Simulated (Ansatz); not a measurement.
`C[SiH2]O[SiH2]F`, charge 0, multiplicity 1.

Task: Give a relaxed structure at PBE0-D4/def2-TZVP (the Gaussian-basis code of Ansatz). (Estimate.)

Result: Ansatz gave: 
Z-matrix (Å, degrees):
```
C
Si 1 1.856
H 1 1.094 2 110.4
H 1 1.093 2 110.8 3 119.8
H 1 1.092 2 110.9 3 -119.9
O 2 1.648 1 110.3 3 179.9
H 2 1.485 1 111.3 3 61.4
H 2 1.489 1 110.6 3 -59.8
Si 6 1.614 2 146.7 1 78.8
F 9 1.597 6 109.5 2 -56.7
H 9 1.477 6 108.9 2 -174.1
H 9 1.480 6 110.8 2 60.9
```
This is one stationary point; other conformers may exist.
